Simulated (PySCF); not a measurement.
Excited states of Sb⁵⁺ (antimony, charge +5)

Ground state [Kr] 4d10, ¹S. All numbers are calculated (PySCF 2.14, scalar relativity through the core potential, in aug-cc-pVTZ-PP with ECP28MDF (6s5p4d2f, 55 functions)). Vertical excitation energies in eV without spin-orbit coupling; excited terms of each kind are numbered among those the solver found. Frozen: 4s2 4p6.

| term | leading excitation | EOM-EE-CCSD |
| --- | --- | --- |
| 1 3D | 4d → s | 30.962 |
| 1 1D | 4d → s | 31.750 |
| 1 3P° | 4d → p | 42.220 |
| 1 3F° | 4d → p | 42.826 |
| 1 1F° | 4d → p | 43.256 |
| 1 1D° | 4d → p | 43.887 |
| 1 1P° | 4d → p | 43.899 |
| 1 3D° | 4d → p | 43.906 |
| 1 3G | 4d → d | 58.852 |
| 1 1G | 4d → d | 59.036 |
| 2 3D | 4d → d | 59.165 |
| 1 1F | 4d → d | 59.540 |

The spin-orbit splitting of the hole, absent here, rivals or exceeds the spacing of these terms, so the LS terms are model states.

The solver can miss terms.
